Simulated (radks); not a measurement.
Values are calculated unless marked as measured or tabulated.
Problem. Level of theory: non-relativistic Kohn-Sham, LB94 model potential, spin-polarised, spherical densities, point nucleus; open shells are filled with parallel spins first (spin-orbit coupling, left out, can overturn this in heavy ions) (a radial shooting solver on a logarithmic mesh with Libxc functionals). Response by self-consistent Sternheimer equations with the Hartree and adiabatic LDA kernel. For heavy and open-shell atoms this level of theory can miss by tens of per cent. Rank H, Ag+, Zr3+, Ne, Be, C, K+, Zn3+ (NIST ground configurations) by static dipole polarisability, largest first.

Solution. Be 42.88, C 11.92, Ag+ 8.890, K+ 5.745, Zr3+ 5.305, H 5.200, Ne 2.591, Zn3+ 1.426 bohr^3.
